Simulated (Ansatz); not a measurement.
A structure relaxed at PBE0-D4/def2-TZVP, charge 0, multiplicity 1:

Cartesian coordinates in Å:
```
C -1.487 -0.192 -0.385
C -0.327 0.250 0.469
C 0.865 -0.747 0.644
Si 1.284 0.820 -0.204
Cl 1.585 0.792 -2.227
H -2.160 0.642 -0.600
H -2.067 -0.976 0.114
H -1.148 -0.593 -1.344
H -0.627 0.718 1.405
H 1.198 -0.947 1.658
H 0.792 -1.648 0.041
H 2.092 1.879 0.428
```

Q: Give its formula and SMILES.

A: C3H7ClSi, `C[C@H]1C[Si@H]1Cl`.

Q: Summarise the bond lengths by kind.

A: 2 × C–C 1.507 to 1.564 Å; 6 × C–H 1.086 to 1.095 Å; 2 × C–Si 1.830 to 1.837 Å; 1 × Cl–Si 2.046 Å; 1 × H–Si 1.475 Å.

All numbers were calculated with Ansatz.
